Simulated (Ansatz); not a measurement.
C3H3N2, doublet (typed; the unrestricted solution is spin-contaminated), geometry from GFN2-xTB, with bond 7-4 at 1.25 times its length; HF/6-31G in Ansatz (a quantum-chemistry and plane-wave program).

Ansatz was given this input:
Ansatz 0.2 input:
```yaml
crystal:
  periodic: [false, false, false]
  atoms:
    - {symbol: C, position_ang: [0.50356950, -1.03940032, 0.08140884]}
    - {symbol: N, position_ang: [-0.77212937, -0.95907150, 0.12013609]}
    - {symbol: C, position_ang: [-1.06127585, 0.37600757, 0.00254951]}
    - {symbol: C, position_ang: [0.10210446, 1.08209930, -0.10755268]}
    - {symbol: N, position_ang: [1.11612041, 0.14619005, -0.05465489]}
    - {symbol: H, position_ang: [-2.07628333, 0.71794309, 0.00668434]}
    - {symbol: H, position_ang: [0.34680507, 2.39139945, -0.24209759]}
    - {symbol: H, position_ang: [2.10409248, 0.33044835, -0.10829814]}
basis:
  gaussian:
    orbitals: 6-31G
hamiltonian:
  xc: hf
magnetization: {spin_polarized: true, initial_magnetization: 1}
```

It wrote (shortened):

```
Functional definition: HF
741 factors; integrals over basis functions are off by at most 2.4e-4 eV
mean field evaluation 1: about -6092.6019 eV, gradient 2.1e1 eV
mean field evaluation 2: about -6092.6164 eV, gradient 2.1e1 eV
mean field evaluation 4: about -6095.5197 eV, gradient 3.8e0 eV
mean field evaluation 8: about -6095.7259 eV, gradient 5.2e-1 eV
mean field evaluation 16: about -6095.7832 eV, gradient 1.8e-5 eV
mean field evaluation 32: about -6095.2543 eV, gradient 1.9e0 eV
mean field evaluation 64: about -6092.6022 eV, gradient 2.1e1 eV
mean field -6095.78322577 eV, -224.0159016768 hartree, gradient 5.5e-5 eV, S^2 0.966846; 0 other end points of the search recorded, 0 dependent functions left out
reference -6095.78322577 eV, -224.0159016768 hartree; 18, 17 occupied and 33, 34 virtual orbitals, 741 factors
Total energy: -6095.78322577 eV, -224.0159016768 hartree
```
